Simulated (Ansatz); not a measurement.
A nudged elastic band was laid between two geometries of BClF₂H₂O (7 atoms, charge 0, multiplicity 1).

Computed with Ansatz 0.2.0, RHF/def2-SVP.

- movable images: 9
- climbing image: yes
- spring: 5.0 eV/Å²
- optimiser: quadratic models (default)
- start path: through a guess of the saddle point
- force threshold: 0.05 eV/Å
- iteration limit: 60
- end points: relaxed

Image 0:

```xyz
7
Properties=species:S:1:pos:R:3
B 0.084 0.001 0.070
F -0.014 0.588 1.265
Cl 1.567 0.372 -0.883
F -1.052 -0.121 -0.621
O 0.283 -1.679 0.587
H -0.427 -2.228 0.276
H 0.341 -1.756 1.533
```

Image 10:

```xyz
7
Properties=species:S:1:pos:R:3
B -0.014 -0.451 -0.806
F 0.829 -0.820 2.977
Cl 1.182 0.819 -0.966
F -0.715 -0.820 -1.848
O -0.211 -1.042 0.381
H -0.875 -1.720 0.384
H 0.586 -0.788 2.105
```

(1) Which bonds break or form, and what moves?

(2) Give the energies along the band, and the barrier.

(3) What is the geometry of the highest image?

Answers

(1) Bonds broken: B1–F2, O5–H7. Bonds formed: F2–H7. BClF2H2O becomes BClFHO + FH.

(2) It converged. The highest image is number 2 of 0 to 10, 152.4 kJ/mol above the first end and 129.3 kJ/mol above the last; the last end lies 23.1 kJ/mol above the first. Neighbouring images differ by up to 1.3 eV, so the band resolves the path poorly. A vibrational analysis at the climbing image gives one clearly imaginary mode, 1606i cm⁻¹: a first-order saddle point. The orbitals stay closed-shell, which can raise the energy where a bond breaks towards radicals; this wasn't checked here.

| image | path coordinate (Å) | energy (kJ/mol) | B1–F2 (Å) | O5–H7 (Å) | F2–H7 (Å) |
| --- | --- | --- | --- | --- | --- |
| 0 | 0.00 | 0.0 | 1.34 | 0.95 | 2.39 |
| 1 | 0.52 | 31.7 | 1.38 | 0.97 | 1.73 |
| 2 | 1.05 | 152.4 | 1.62 | 1.23 | 1.12 |
| 3 | 1.51 | 78.8 | 2.04 | 1.65 | 0.93 |
| 4 | 1.96 | 38.2 | 2.49 | 2.01 | 0.91 |
| 5 | 2.42 | 29.3 | 2.85 | 2.21 | 0.90 |
| 6 | 2.88 | 27.5 | 3.15 | 2.09 | 0.90 |
| 7 | 3.34 | 26.1 | 3.41 | 1.98 | 0.91 |
| 8 | 3.80 | 24.8 | 3.64 | 1.93 | 0.91 |
| 9 | 4.25 | 23.6 | 3.81 | 1.91 | 0.91 |
| 10 | 4.71 | 23.1 | 3.89 | 1.92 | 0.91 |

(3) 
```xyz
7
Properties=species:S:1:pos:R:3:forces:R:3
B 0.129 -0.314 -0.052 -0.01 0.00 0.03
F 0.095 0.136 1.501 0.00 -0.01 -0.02
Cl 1.546 0.401 -0.861 0.01 0.00 -0.01
F -1.070 -0.093 -0.568 0.00 0.00 0.00
O 0.297 -1.686 0.479 0.00 0.01 0.00
H -0.397 -2.290 0.247 -0.01 -0.01 0.00
H 0.183 -0.978 1.481 0.00 0.01 0.00
```

Run time: 2.9 min on 1 thread of Arm Neoverse V2, on a shared host, peak memory 0.15 GiB.
